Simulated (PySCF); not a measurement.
# Bi: electron affinity

Bi- [Xe] 4f14 5d10 6s2 6p4 (3P) → Bi [Xe] 4f14 5d10 6s2 6p3 (4S), as a difference of total energies. Computed with PySCF 2.14 in aug-cc-pV5Z-PP with ECP60MDF, with scalar relativity through the core potential. Correlated levels: valence: 5s2 5p6 5d10 frozen. The calculations carry no spin-orbit coupling.

| method | electron affinity (eV) |
| --- | --- |
| UHF | -0.174 |
| LDA | 1.149 |
| PBE | 0.909 |
| PBE0 | 0.813 |
| r2SCAN | 0.811 |
| MN15 | 1.006 |
| r2SCAN0 | 0.784 |
| BLYP | 0.973 |
| MP2 (valence) | 0.615 |
| SCS-MP2 (valence) | 0.689 |

Spin-orbit coupling is strong in these open shells (close to jj coupling). The scalar numbers leave it out and a first-order estimate fails, so it can dominate the gap to the real levels.

A negative affinity means that the anion lies above the atom at that level of theory.

In the anion the highest occupied orbital energy is positive at LDA, PBE, PBE0, r2SCAN, MN15, r2SCAN0, BLYP, a self-interaction effect; the basis confines that electron, and the energy difference can still be sensible.

For comparison: 0.942 eV (measured; photodetachment measurements, as compiled on the Wikipedia data page of electron affinities).
